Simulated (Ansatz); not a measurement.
Coupled-cluster run, H4O4Sn (`[OH][Sn]([OH])([OH])[OH]`).

```yaml
crystal:
  periodic: [false, false, false]
  atoms:
    - {symbol: O, position_ang: [-0.216778, 1.535850, -1.162933]}
    - {symbol: Sn, position_ang: [0.009741, -0.005190, -0.001898]}
    - {symbol: O, position_ang: [1.705833, -0.942242, -0.141032]}
    - {symbol: O, position_ang: [-1.359391, -1.281853, -0.521261]}
    - {symbol: O, position_ang: [-0.090581, 0.667581, 1.817828]}
    - {symbol: H, position_ang: [-0.709633, 1.321370, -1.960105]}
    - {symbol: H, position_ang: [2.326066, -0.675439, 0.543461]}
    - {symbol: H, position_ang: [-1.052463, -2.190720, -0.456682]}
    - {symbol: H, position_ang: [-0.524294, 1.524343, 1.865421]}
basis:
  gaussian: {orbitals: def2-TZVPP}
correlation: {method: ccsd_t}
output: {orbitals: {seedname: orbitals}}
```

```sh
$ ansatz run in.yaml --threads 4 --pin off --events-out ev --progress --plain --max-ram 10444MiB
```

Output of Ansatz, abridged:

```
Functional definition: HF
  name "HF"
  cite "Fock, Z. Phys. 61, 126 (1930) doi:10.1007/BF01340294"
  parent pbe
  exchange = exact_x
  correlation = 0
1602 factors; integrals over basis functions are off by at most 5.7e-4 eV
mean field evaluation 1: about -14015.7865 eV, gradient 6.7e1 eV
mean field evaluation 2: about -14016.0048 eV, gradient 6.7e1 eV
mean field evaluation 4: about -14023.3252 eV, gradient 3.0e0 eV
mean field evaluation 8: about -14023.3842 eV, gradient 1.9e-1 eV
mean field -14023.38429859 eV, -515.3498675819 hartree, gradient 2.7e-6 eV, S^2 0.000000; 0 other end points of the search recorded, 0 dependent functions left out
8 core orbitals not correlated: weight in the atoms' cores, before any rotation towards them, 1.000 or more for the frozen orbitals, at most 0.000 for the correlated occupied ones
reference -14023.38429859 eV, -515.3498675819 hartree; 21, 21 occupied and 201, 201 virtual orbitals, 1602 factors
second order -35.25139971 eV of doubles, -0.00000000 eV of singles
cycle   1  -34.11140586 eV  change     1.1e0 eV  update   1.4e-1
cycle   2  -34.91389043 eV  change   -8.0e-1 eV  update   4.2e-2
cycle   3  -35.10751783 eV  change   -1.9e-1 eV  update   2.2e-2
cycle   4  -35.08440305 eV  change    2.3e-2 eV  update   5.6e-3
cycle   5  -35.07998496 eV  change    4.4e-3 eV  update   2.5e-3
cycle   6  -35.08200337 eV  change   -2.0e-3 eV  update   8.7e-4
cycle   7  -35.08171266 eV  change    2.9e-4 eV  update   3.3e-4
cycle   8  -35.08153049 eV  change    1.8e-4 eV  update   9.4e-5
cycle   9  -35.08156852 eV  change   -3.8e-5 eV  update   3.9e-5
perturbative correction -1.24666121 eV, -0.0458139543 hartree
Total energy: -14059.71252831 eV, -516.6849054000 hartree
```

Hardware: 4 threads of an Arm Neoverse V2 on a shared host. Wall time 2.8 min, peak host memory 4.8 GiB.

Correlation energy per correlated electron: -0.865 eV. T1 diagnostic: 0.0146.
